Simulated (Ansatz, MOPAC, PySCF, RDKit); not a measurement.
Noncovalent pair: SiH4 (SMILES [SiH4]) (first 5 atoms) with CH5N (SMILES CN); geometry from B3LYP-D3(BJ)/def2-TZVP.
(charge 0, multiplicity 1):
```xyz
12

Si    -0.022    -0.125    -0.069
H      0.041     1.224     0.536
H      0.283    -0.033    -1.514
H     -1.381    -0.684     0.110
H      0.967    -1.007     0.589
C      0.697     0.269     3.767
N     -0.619    -0.285     3.458
H      1.246    -0.438     4.391
H      0.573     1.185     4.348
H      1.321     0.505     2.894
H     -0.542    -1.150     2.939
H     -1.168     0.357     2.900
```

Interaction energies are E(AB) − E(A) − E(B) at the monomers' geometry in the complex; basis-set methods are counterpoise corrected. Rows marked so take none.

Correlated levels freeze the cores. Rows in 6-31G* carry no dispersion term and start afresh at each structure (6-31G* with six Cartesian d functions). The state that PM6 reach isn't checked.

Codes used: Ansatz (a quantum-chemistry and plane-wave program) with Gaussian orbitals; MOPAC for PM6 (differences of heats of formation); PySCF for 6-31G* rows, the dispersion terms; RDKit for the force fields. Values without a source in brackets are computed.

One of these levels gives 46.7 meV for the interaction energy. Which one is it?
(A) MMFF94
(B) B2PLYP-D3(BJ)/def2-TZVPPD
(C) PM6
(D) BP86/6-31G* (no counterpoise)

A, MMFF94. The others give 21.1 (PM6), -27.3 (BP86/6-31G* (no counterpoise)), -52.0 (B2PLYP-D3(BJ)/def2-TZVPPD)
